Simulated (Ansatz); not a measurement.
**Ansatz input wanted**

SnSe has 2 atoms, charge 0, and is taken as a singlet. As SMILES, `[Se][Sn]`. Geometry: relaxed at PBE0-D4/def2-TZVP.

```xyz
2

Se    0.0000    0.0000    0.0065
Sn    0.0000    0.0000    2.3318
```

Settings wanted:

```json
{"basis set": "def2-TZVP", "core potential": "def2-TZVP", "task": "energy", "method": "DFT", "functional": "SVWN5", "dispersion": "none", "reference": "RKS", "accuracy": "high"}
```

Q: Give an Ansatz 0.2.0 job that does this.

A: One that was run (others would do as well):

run.yaml:
```yaml
crystal:
  periodic: [false, false, false]
  atoms:
    - {symbol: Se, position_ang: [0.000000, -0.000000, 0.006530]}
    - {symbol: Sn, position_ang: [-0.000000, 0.000000, 2.331810]}
basis:
  gaussian:
    orbitals: def2-TZVP
hamiltonian:
  xc: {name: SVWN5}
accuracy: high
output:
  orbitals: {seedname: orbitals}
```

```bash
$ ansatz run run.yaml --threads 1 --pin off --max-ram 3480MiB --events-out events.jsonl --progress --plain --runs-dir runs
```

Calculated total energy: -2612.18401 Eh.
